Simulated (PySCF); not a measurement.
Species: C₂H₇NSeSi₂.
SMILES with atom numbers: `[CH:1]#[C:2][Si@H:3]([SeH:4])[SiH2:5][NH2:6]` (hydrogens: H7 on C1; H8 on Si3; H9 on Se4; H10, H11 on Si5; H12, H13 on N6)

Method: PBE0-D3(BJ)/def2-SVP geometry optimisation, gas phase (PySCF 2.14.0); density fitting, grid level 1; the optimiser is geomeTRIC in internal coordinates, started from a GFN2-xTB structure with every atom displaced at random (about 0.01 Å).

At the end of the run (lengths in Å): Si3–Se4 2.287, Se4–H9 1.472, Si3–Si5 2.344, C1–H7 1.076, Si3–H8 1.492, Si5–H11 1.505, C2–Si3 1.838, C2–Si3–Se4 111.7°, C2–Si3–Si5 106.8°, Si3–Si5–N6 105.1°, Se4–Si3–Si5 106.4°, C2–Si3–Si5–N6 -39°, H9–Se4–Si3–C2 73°, H8–Si3–Si5–N6 80°.

Task: These geometries were met on the way; a selection of coordinates is given. Order them by energy above the end point, lowest first.
A. Si3–Se4 2.306, Se4–H9 1.496, Si3–Si5 2.333, C1–H7 1.077, Si3–H8 1.487, Si5–H11 1.499, C2–Si3 1.842, C2–Si3–Se4 110.1°, C2–Si3–Si5 107.9°, Si3–Si5–N6 105.2°, Se4–Si3–Si5 106.5°, C2–Si3–Si5–N6 -59°, H9–Se4–Si3–C2 57°, H8–Si3–Si5–N6 62°
B. Si3–Se4 2.379, Se4–H9 1.400, Si3–Si5 2.308, C1–H7 1.043, Si3–H8 1.460, Si5–H11 1.475, C2–Si3 1.860, C2–Si3–Se4 103.6°, C2–Si3–Si5 113.9°, Si3–Si5–N6 101.2°, Se4–Si3–Si5 108.7°, C2–Si3–Si5–N6 -63°, H9–Se4–Si3–C2 51°, H8–Si3–Si5–N6 63°
C. Si3–Se4 2.287, Se4–H9 1.473, Si3–Si5 2.342, C1–H7 1.076, Si3–H8 1.492, Si5–H11 1.504, C2–Si3 1.839, C2–Si3–Se4 112.2°, C2–Si3–Si5 105.4°, Si3–Si5–N6 103.6°, Se4–Si3–Si5 108.0°, C2–Si3–Si5–N6 -46°, H9–Se4–Si3–C2 73°, H8–Si3–Si5–N6 72°
D. Si3–Se4 2.296, Se4–H9 1.473, Si3–Si5 2.340, C1–H7 1.076, Si3–H8 1.491, Si5–H11 1.502, C2–Si3 1.837, C2–Si3–Se4 110.3°, C2–Si3–Si5 107.7°, Si3–Si5–N6 105.5°, Se4–Si3–Si5 107.6°, C2–Si3–Si5–N6 -57°, H9–Se4–Si3–C2 58°, H8–Si3–Si5–N6 62°

Result: C (0.004 eV), D (0.018 eV), A (0.041 eV), B (0.353 eV).

```tsv
step	E above end (eV)	rms distance from the end, all atoms (Å)	largest force (eV/Å)	rms shift of all bonds from the end (Å)
8	0.004	0.117	0.045	0.001
2	0.018	0.270	0.157	0.003
1	0.041	0.288	0.630	0.010
0	0.353	0.353	2.315	0.040
```

Rows stand in the order of the answer.
